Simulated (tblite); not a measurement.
**Question.** Write Cartesian coordinates for InChI=1S/C4H10PSSi/c1-3-6-7(5)4-2/h3H,1,4-5H2,2H3 as optimised with GFN2-xTB. (Doublet state.)

**Answer.** 
```
atom  x, y, z in Å
C1     3.4693   -0.4277   -1.2972
C2     2.4000   -0.1920   -0.5571
S3     0.7717   -0.5635   -1.0935
Si4   -0.4004    0.6255    0.3359
P5     0.6364    0.6015    2.3450
C6    -2.0604   -0.3340    0.4560
C7    -2.7131   -0.5585   -0.9009
H8     3.3857   -0.8385   -2.2883
H9     4.4593   -0.2199   -0.9300
H10    2.4623    0.2098    0.4461
H11    1.2644    1.8249    2.1798
H12   -0.4452    1.1804    2.9831
H13   -1.8641   -1.3009    0.9274
H14   -2.7463    0.2058    1.1105
H15   -2.9690    0.3895   -1.3669
H16   -2.0350   -1.0905   -1.5633
H17   -3.6228   -1.1471   -0.7966
```

Orientation and origin are arbitrary. Atoms count from 1 in this order. C2 (carbon bonded to C, S and H) is planar (angles 122.8°, 122.6° and 114.5°, sum 360.0°, 0.02 Å off the plane of its three neighbours). P5 (phosphorus bonded to Si and 2 H) is pyramidal (angles 95.3°, 92.7° and 92.3°, sum 280.3°, 0.85 Å off the plane of its three neighbours). Of the pairs four or more bonds apart, P5···H10 is among the closest relative to their van der Waals radii: 2.66 Å, 89 % of the sum of Bondi's values. Si4 (silicon bonded to C, P and S) is pyramidal (angles 109.6°, 109.1° and 103.4°, sum 322.1°, 0.78 Å off the plane of its three neighbours).

Bonds between heavy atoms (Å): C1=C2 1.322, C2–S3 1.754, S3–Si4 2.198, Si4–P5 2.261, Si4–C6 1.921, C6–C7 1.522.

Structure optimised with GFN2-xTB, isolated species. This method treats the open shell by occupation alone, without spin polarisation.

Point group: C1 (no symmetry element, even within 0.4 Å). Its GFN2-xTB frequencies are all real (lowest 42 cm⁻¹). Torsions: C1–C2–S3–Si4 -164°, C2–S3–Si4–P5 -36°, S3–Si4–P5–H 98° and -170°, S3–Si4–C6–C7 -54°. 3 starts were optimised and ended at 0.00, 1.63 and 2.12 kcal/mol (GFN2-xTB); the lowest of these is shown.

One conformer stands for the species.

These are computed values.
